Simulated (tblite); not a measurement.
Start geometry of `CO[SiH2]CCCF` from a force field or distance geometry (Å):
```
atom  x, y, z in Å
C1     3.3766   -0.3153   -0.1013
O2     2.1364    0.0815    0.4300
Si3    0.8518   -0.8539   -0.1701
C4    -0.4555    0.3594   -0.8311
C5    -1.7170    0.0875   -0.0472
C6    -2.8702    0.9750   -0.4577
F7    -3.9546    0.6275    0.3267
H8     3.2748   -1.2727   -0.6378
H9     4.1507   -0.4051    0.7141
H10    3.6680    0.4922   -0.8062
H11    1.2976   -1.7839   -1.2117
H12    0.1969   -1.6357    0.9054
H13   -0.5951    0.0602   -1.8936
H14   -0.0532    1.3803   -0.7131
H15   -1.4976    0.2449    1.0241
H16   -2.0504   -0.9514   -0.1628
H17   -3.1697    0.9167   -1.4943
H18   -2.5983    1.9992   -0.1495
```

Task: What comes out of this run: GFN2-xTB geometry optimisation, gas phase (tblite)?

Result: 
```
atom  x, y, z in Å
C1     3.5447   -0.4356   -0.3776
O2     2.2274    0.0098   -0.4835
Si3    0.8786   -0.7358    0.0170
C4    -0.4778    0.4710   -0.5175
C5    -1.8525   -0.0115   -0.0814
C6    -2.9452    0.9387   -0.5477
F7    -4.1776    0.5187   -0.1025
H8     3.6965   -1.3345   -0.9792
H9     3.7969   -0.6659    0.6596
H10    4.2005    0.3561   -0.7410
H11    0.7129   -2.0476   -0.6233
H12    0.8962   -0.9410    1.4707
H13   -0.4688    0.5909   -1.6018
H14   -0.2947    1.4607   -0.0969
H15   -1.8953   -0.0891    1.0061
H16   -2.0496   -1.0043   -0.4886
H17   -3.0052    0.9784   -1.6406
H18   -2.7958    1.9474   -0.1482
```

The energy falls by 15.8 kcal/mol over 137 L-BFGS steps, the largest force on an atom goes from 2.16 to 0.009 eV/Å, and the atoms move by 0.556 Å rms after alignment. The bond that changes most is O2–Si3 (silyl ether oxygen to oxygen-bound silicon), which shortens by 0.078 Å. Bonds longer at the end by more than 0.005 Å: 3 of 17; shorter: 13. Among the angles that change most is C1–O2–Si3, from 112.2° to 128.0°. Among the dihedrals that turn most is H9–C1–O2–Si3, from -134° to -55°. Rotational constants go from 8310, 654.9, 648.3 to 11008, 613.8, 594.0 MHz. The orientation of the end geometry is arbitrary; only internal coordinates are fixed.

On one thread, INTEL XEON PLATINUM 8581C at 2.10 GHz (x86_64), no GPU (shared host), this took 1.0 s of wall time.

Its GFN2-xTB frequencies are all real (lowest 38 cm⁻¹). The numbers are those of one conformer. 3 starts were optimised and ended at 0.00, 0.76 and 0.79 kcal/mol (GFN2-xTB); the lowest of these is shown.

The numbers are calculated, not measured.
